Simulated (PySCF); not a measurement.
# Computed properties of SnFCl3, SMILES [F][Sn]([Cl])([Cl])[Cl]

SnFCl3, SMILES [F][Sn]([Cl])([Cl])[Cl]. Coordinates come from a PBE0-D3(BJ)/def2-SVP optimisation. The def2 effective core potentials stand for the cores of Sn; spin–orbit coupling is left out. Other conformers were not sampled. All values are computed for the isolated molecule unless a solvent is named; none is compared with measurement here.

**Structure.** The optimised structure has C3v symmetry. All 9 harmonic modes at PBE0-D3(BJ)/def2-SVP (PySCF) are real, so it is a minimum. With heavy atoms numbered as in [F:1][Sn:2]([Cl:3])([Cl:4])[Cl:5], the shortest bond between them is F1–Sn2 at 1.917 Å and the longest Sn2–Cl5 at 2.308 Å.

**Vibrations.** The strongest infrared lines (harmonic, unscaled, degenerate partners summed) lie at 416 cm⁻¹ (128 km/mol, Cl 71 %, Sn 29 %), 662 cm⁻¹ (55 km/mol, F 86 %, Sn 14 %), 158 cm⁻¹ (49 km/mol, F 60 %, Cl 24 %, Sn 16 %). The softest mode is at 100 cm⁻¹ and the zero-point energy is 3.6 kcal/mol.

**Electronic structure.** ωB97X/def2-TZVP (PySCF) places the frontier levels at -12.41 and -1.46 eV, a gap of 10.95 eV, and gives a dipole moment of 1.13 D and a mean polarisability of 69.8 bohr³. PBE/def2-TZVP (PySCF) at the same geometry gives -8.45 and -4.41 eV, so its gap is 6.91 eV narrower. An orbital gap is neither the optical nor the fundamental gap.

**Excitations.** TDA-B3LYP/def2-SVPD (PySCF) has S1 at 4.60 eV (269 nm, f = 0.000, dark); the most intense of the 10 singlets computed lies at 6.31 eV (f = 0.18). Strengths of degenerate partners are summed. T1 (TDA) is at 4.24 eV, 0.36 eV under S1. TDA-PBE/def2-SVPD (PySCF) puts S1 at 4.09 eV. No vertical singlet excitation falls in the visible range (under 3.1 eV).
